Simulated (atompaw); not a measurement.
# What one change does to a pseudopotential (gold (Au), PAW (atompaw))

| Item | Value |
| --- | --- |
| Element | gold |
| Generator | atompaw 4.2.0.5 |
| Type | PAW |
| Functional | LDA (PW92) |
| Relativity | scalar-relativistic |
| Frozen core | [Xe] 4f14 |
| Valence charge | 11 |
| Reference configuration | 5d10 6s1 6p0 |
| Partial waves | 6s (bound): rc 3.00 bohr; 6s channel at 0.95 Ry: rc 3.00 bohr; 6p (bound, empty): rc 3.00 bohr; 6p channel at 0.65 Ry: rc 3.00 bohr; 5d (bound): rc 1.80 bohr; 5d channel at 3.9 Ry: rc 3.00 bohr |
| Local potential | ultrasoft scheme with l = 3 at 1 Ry, radius 2.15 bohr |
| Core correction | smooth core density matched at 3.00 bohr |
| Augmentation charge | gaussian compensation charge, radius 2.95 bohr; PAW radius 3.00 bohr; waves and projectors: custom rrkj gramschmidtortho |

All-electron outer shells of the reference configuration (LDA (PW92), scalar-relativistic, ld1.x):

| shell | level (eV) | outermost node (bohr) | outermost maximum (bohr) |
| --- | --- | --- | --- |
| 4f | -81.58 | – | 0.37 |
| 5p | -60.06 | 0.52 | 0.96 |
| 5d | -7.12 | 0.56 | 1.21 |
| 6s | -6.08 | 1.11 | 2.32 |
| 6p | -0.88 | 1.32 | 3.51 |

Change: local potential troulliermartins scheme with l = 3 at 1 Ry, radius 2.15 bohr.

Cutoffs: the cutoffs (Ry, on a coarse ladder) from which the occupation-weighted sum of valence levels, in a spherical-Bessel basis at the reference potential, stays within 10 and 1 mRy of its value at 400 Ry; they do not see the model core or the augmentation charge, which bear on the density cutoff.

Q: What does the change do?

A: The potential gets neither clearly harder nor softer (35 Ry and 55 Ry → 35 Ry and 55 Ry); a bound ghost appears in s, which as a rule spoils a file; the range in which the p phases agree narrows (upper end 2.8 → 1.7); the range in which the d phases agree widens (upper end 1.2 → at the end of the scan). A state that the projectors do not describe sees the local part alone, so a deeper or shallower local part can create or remove a ghost.

| quantity | base | changed |
| --- | --- | --- |
| cutoff, loose | 35 Ry | 35 Ry |
| cutoff, tight | 55 Ry | 55 Ry |
| bound ghosts | none | s |
| s: phases at 3.00 bohr within 0.05 rad from the reference energy up to (Ry; the scan ends near 5) | 3.2 | n/a |
| p: phases at 3.00 bohr within 0.05 rad from the reference energy up to (Ry; the scan ends near 5) | 2.8 | 1.7 |
| d: phases at 3.00 bohr within 0.05 rad from the reference energy up to (Ry; the scan ends near 5) | 1.2 | to the end of the scan |
| lowest overlap eigenvalue by channel | s 0.31, p 0.47, d 0.53 | s 0.22, p 0.39, d 0.54 |

 A true bound ghost makes a file unfit for plane-wave use even where its test errors are small: the radial tests pick states by their node count and pass the ghost by. The cutoffs see the waves, projectors and local potential, not the compensation charge or the core.
